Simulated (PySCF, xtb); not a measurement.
B(OH)(OMe)2 (C2H7BO3), SMILES COB(O)OC.

GFN2-xTB (xtb) at its own geometry gives an orbital gap of 8.16 eV and a dipole moment of 0.27 D.

Geometry: PBE0-D3(BJ)/def2-SVP. Other conformers were not sampled.

Question: What does PySCF with PBE/def2-TZVP give? (Estimate from the structure and the level; the computed values follow.)

Answer: gap 6.65 eV (levels -6.57 and 0.07 eV), dipole 0.24 D.
